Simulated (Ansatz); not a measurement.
Cost and result for the atomization energy of AlFH4OSi, SMILES `O[SiH](F)[AlH2]` (8 atoms, 7 bonds).

Charge 0, multiplicity 1. Geometry: relaxed with PBE0-D4/def2-TZVP. It is one conformer, not always the lowest. Program: Ansatz. All runs use 2 threads of an Arm Neoverse V2 on a shared host. Times are those of one run each, without the atoms' runs, and a repeat can differ threefold. Electronic energies, without spin–orbit coupling; frozen cores. CCSD(T)/CBS adds CCSD(T) − MP2 in def2-TZVPP to the MP2 limit, and its time is that of the two runs behind it. T1 = 0.012. B3LYP takes the VWN-RPA correlation (the form of Gaussian; ORCA's B3LYP/G).

CCSD(T)/CBS is a level of theory with its own doubt, some kJ/mol a heavy atom from the limit and from the frozen cores, so smaller differences don't rank the functionals.

```csv
level,functions,wall time
CCSD(T)/def2-SVP,84,1.9 s
PBE-D4/def2-TZVPP (with forces),202,2.1 s
BHLYP-D4/def2-TZVPP,202,2.5 s
PBE0-D4/def2-TZVPP,202,2.5 s
CAM-B3LYP-D4/def2-TZVPP,202,2.9 s
B3LYP-D4/def2-TZVPP (with forces),202,3.7 s
r2SCANh-D4/def2-TZVPP,202,4.3 s
r2SCAN-D4/def2-TZVPP (with forces),202,4.4 s
ωB97X-V/def2-TZVPP,202,7.5 s
B97M-V/def2-TZVPP,202,8 s
MP2/def2-QZVPP,374,14 s
CCSD(T)/def2-TZVPP,202,51 s
CCSD(T)/CBS(def2),–,65 s
```

(1) What atomization energy does each give, and how far from CCSD(T)/CBS? (Estimate.)

Results:

(1) The calculation gave: 
| level | atomization (kcal/mol) | difference from CCSD(T)/CBS | per bond |
| --- | --- | --- | --- |
| CCSD(T)/def2-SVP | 570.5 | -55.7 | -7.9 |
| PBE-D4/def2-TZVPP (with forces) | 619.7 | -6.5 | -0.9 |
| BHLYP-D4/def2-TZVPP | 601.5 | -24.7 | -3.5 |
| PBE0-D4/def2-TZVPP | 609.4 | -16.8 | -2.4 |
| CAM-B3LYP-D4/def2-TZVPP | 623.7 | -2.5 | -0.4 |
| B3LYP-D4/def2-TZVPP (with forces) | 617.5 | -8.7 | -1.2 |
| r2SCANh-D4/def2-TZVPP | 616.2 | -10.0 | -1.4 |
| r2SCAN-D4/def2-TZVPP (with forces) | 621.1 | -5.1 | -0.7 |
| ωB97X-V/def2-TZVPP | 625.3 | -0.9 | -0.1 |
| B97M-V/def2-TZVPP | 626.3 | 0.1 | 0.0 |
| MP2/def2-QZVPP | 629.6 | 3.4 | 0.5 |
| CCSD(T)/def2-TZVPP | 606.4 | -19.8 | -2.8 |
| CCSD(T)/CBS(def2) | 626.2 | 0.0 | 0.0 |

Leaving LDA and LC-ωPBE aside and taking each functional with its dispersion term where it has one, the values spread over 24.8 kcal/mol, from BHLYP-D4 to B97M-V. LDA lies +83.3 kcal/mol from PBE without D4, its usual overbinding. From PBE to PBE0 (25 % exact exchange), in def2-TZVPP and without D4, the atomization energy moves by −9.8 kcal/mol: exact exchange takes away binding that semilocal exchange gives to molecules. At CCSD(T), def2-SVP lies −55.6 kcal/mol from the extrapolated value and def2-TZVPP −19.8 kcal/mol: correlation converges slowly with the basis, and small sets miss more of it in the bonded molecule than in its fragments.
